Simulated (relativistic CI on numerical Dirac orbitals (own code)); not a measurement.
## Tl55+: sensitivity of the levels to the model

Base calculation: Dirac-Coulomb-Breit CI, separate exchange-only KLI orbitals for each configuration, QED by a radiative potential, unscaled Slater integrals.

CI space (outside the closed core [Ne]): 3s2 3p6 3d8, 3s2 3p5 3d9, 3s2 3p4 3d10, 3s 3p6 3d9, 3p6 3d10, 3s 3p5 3d10, 3s2 3p6 3d7 4s, 3s2 3p6 3d7 4p, 3s2 3p4 3d9 4s, 3s2 3p6 3d7 4d, 3s2 3p4 3d9 4p, 3s2 3p5 3d8 4s, 3s2 3p6 3d7 4f, 3s2 3p4 3d9 4d, 3s 3p5 3d9 4s, 3s2 3p5 3d8 4p. Levels of other configurations are missing.

Variants: (1) valence Slater integrals scaled by 0.9; (2) QED terms removed; (3) only the first 3 configurations. Shifts of the energy above 3s2 3p6 3d8 3F_4, in eV, for the lowest level and the first level of each name with at least 55 % of one term (blank where a level changes its place among those of its configuration and J or its character, or is not in the variant):

| Level | Base | Δ(1) | Δ(2) | Δ(3) |
| --- | --- | --- | --- | --- |
| 3s2 3p6 3d8 3F_4 | 0.00 | 0.00 | 0.00 | 0.00 |
| 3s2 3p6 3d8 3F_3 | 101.83 | +0.30 | -0.26 | -0.04 |
| 3s2 3p6 3d8 1G_4 | 118.43 | -1.51 | -0.26 | -0.04 |
| 3s2 3p6 3d8 3P_1 | 118.79 | -1.24 | -0.26 | +0.03 |
| 3s2 3p6 3d8 3F_2 | 211.69 | -0.18 | -0.52 | +0.06 |
| 3s2 3p5 3d9 3F°_4 | 512.26 | +1.65 | +0.95 | +0.31 |
| 3s2 3p5 3d9 3D°_3 | 541.47 | -1.01 | +0.94 | +0.99 |
| 3s2 3p5 3d9 3P°_0 | 640.04 | -0.72 | +0.69 | +1.07 |
| 3s2 3p5 3d9 3F°_3 | 642.14 | -1.12 | +0.69 | +0.58 |
| 3s2 3p4 3d10 3P_2 | 1061.55 | -0.15 | +1.87 | +1.90 |
| 3s2 3p4 3d10 1S_0 | 1086.28 | -2.70 | +1.85 | +1.30 |
| 3s2 3p5 3d9 3F°_2 | 1107.17 | +0.68 | +0.31 | +0.55 |
| 3s 3p6 3d9 3D_3 | 1291.47 | -0.08 | +6.35 |  |
| 3s 3p6 3d9 3D_1 | 1396.79 | -0.10 | +6.09 |  |

At this charge energies of transitions that change n are usually good to better than 1 %, and those within a shell (Δn = 0) to a few per cent.

Ionisation energy from the two ground configurations alone: base 5517.78 eV. The NIST ASD value (theoretical) is 5518 eV.

LS names give the leading component of a level, which can be under half, so a name can repeat, a term be missing and a line seem to break the LS rules.
